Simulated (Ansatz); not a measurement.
`F[Si](Cl)(Cl)[GeH3]` + CH₃OH → `C[O][GeH3]` + `F[SiH](Cl)Cl` at 400 K and 1 bar (cleavage of the Ge–Si bond).

Isolated molecules relaxed with PBE0-D4/def2-TZVP in Ansatz; ΔE leaves out vibrations. CBS: MP2 limit from def2 TZ/QZ plus the TZ coupled-cluster correction, frozen cores. This one scheme is used for every species. For Ge outer-core shells are correlated without core-valence functions, which leaves a few kJ/mol of doubt a bond. Scalar relativity is left out up to krypton.

```
              species  CCSD(T)/CBS energy (Eh)  H − E (kJ/mol)  S (J/(mol·K))
`F[Si](Cl)(Cl)[GeH3]`              -3386.51611           116.4          423.1
                CH₃OH               -115.61712           151.2          252.6
         `C[O][GeH3]`              -2192.93708           196.5          334.6
       `F[SiH](Cl)Cl`              -1309.19911            63.5          333.9
```

H − E and S are ideal-gas, rigid-rotor, harmonic terms from PBE0-D4/def2-TZVP. 1 Eh = 2625.50 kJ/mol, R = 8.31446 J/(mol·K).

Question: By hand: ΔE, ΔH, ΔS and ΔG.

Answer: ΔE = (-2192.93708) + (-1309.19911) − (-3386.51611) − (-115.61712) = -0.00296 Eh = -7.8 kJ/mol. Δ(H − E) = 196.5 + 63.5 − 116.4 − 151.2 = -7.6, so ΔH = -15.4 kJ/mol. ΔS = 334.6 + 333.9 − 423.1 − 252.6 = -7.2 J/(mol·K). ΔG = -15.4 − 400 × (-7.2)/1000 = -12.5 kJ/mol.

Question: By hand: the equilibrium constant, and the temperature at which ΔG would vanish if ΔH and ΔS stayed fixed.

Answer: log₁₀ K = −ΔG/(RT ln 10) = 1.6. ΔG = 0 at ΔH/ΔS = 2139 K, though so small a ΔS makes that figure unsure.

The number of gas molecules stays the same, so ΔS is small and ΔH decides. A doubt of 5 kJ/mol in ΔE shifts log₁₀ K by 0.7 here. These are equilibria of isolated gas molecules and say nothing of rates. Largest T1 diagnostic: 0.011 (customary marks: 0.02 for closed shells, 0.045 for open ones).
